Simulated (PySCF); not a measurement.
All values below come from TPSSh-D3(BJ)/def2-TZVP // PBE0-D3(BJ)/def2-TZVP in PySCF. Isolated molecules, 0 K electronic values unless said otherwise. One relaxed conformer stands for a flexible species; it need not be the lowest. 

Reference species (SMILES): `[SiH3][Ga]([SiH3])[SiH3]` (neutral, multiplicity 1).

| Quantity | Value |
|---|---|
| LUMO | -2.96 eV |
| HOMO–LUMO gap | 3.81 eV |
| HOMO | -6.77 eV |

Changed species: `[OH][Ga]([SiH3])[SiH3]` (H–O–Ga–Si torsion 1°) (2 of 3 OH replaced by SiH3; the reference has 3 of 3 OH replaced by SiH3).

Q: What does the change do to the LUMO, HOMO–LUMO gap and HOMO?

A: the LUMO rises by 0.72 eV, to -2.24 eV; the HOMO–LUMO gap increases by 0.64 eV, to 4.45 eV; the HOMO increases by 0.08 eV, to -6.69 eV.
